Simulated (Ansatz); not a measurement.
```xyz
12

O     0.4270   -1.7696   -2.4521
B     0.1365   -1.6096   -1.1417
C    -0.0263   -0.1414   -0.6271
N    -0.3222    0.0710    0.5915
C    -0.4549    1.4318    1.0273
S     0.8572    1.8751    2.1963
H     0.5160   -2.6885   -2.7156
H     0.0061   -2.5469   -0.4069
H     0.1161    0.7071   -1.3195
H    -0.3710    2.1646    0.2121
H    -1.4221    1.5541    1.5178
H     0.5377    0.9525    3.1181
```

Total charge 0; spin multiplicity 1.

List the PBE/def2-TZVPP orbital energies in eV (Ansatz). (An estimate is asked.)

Computed: Occupied: -2395.76, -511.24, -380.90, -270.51, -269.62, -208.70, -177.48, -154.88, -154.77, -154.57, -26.14, -23.33, -19.30, -16.48, -14.90, -13.56, -12.13, -11.64, -11.00, -10.59, -9.38, -9.27, -8.84, -7.70, -7.55, -6.00, -5.73. Lowest empty: -2.76, -0.36, -0.10, 0.31, 0.62, 1.11, 1.73, 1.95.
